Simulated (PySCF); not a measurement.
# A thermochemical cycle for CsSb

PBE in PySCF with def2-SVP on every atom (core potentials on Sb, Cs), for the lowest determinant that a PBE0 search found; no spin–orbit coupling. CsSb, a triplet (π ↑↑), has De = 1.21 eV to neutral atoms, and CsSb⁺, a quartet (σ ↑, π ↑↑), has De = 0.14 eV to Cs⁺ + Sb.

The adiabatic ionisation energy of CsSb, between the minima, is 5.04 eV.

**Question.** Which ionisation energy of the Cs atom does this level give?

**Answer.** IE(Cs) = IE(molecule) + De(ion) − De(neutral) = 5.04 + 0.14 − 1.21 = 3.97 eV; the measured value is 3.894 eV (NIST ASD).

Weak bonds: CsSb⁺. Basis-set superposition, not corrected here, can be much of De in a small basis, most of all at correlated wavefunction levels. These are scalar-relativistic numbers at best; spin–orbit coupling would shift them, the dissociation energy most. For an ion De counts to the pair picked by the measured ionisation energies or electron affinities, which need not be the lowest pair at this level. States were picked by a PBE0 search and need not be the measured ground states.
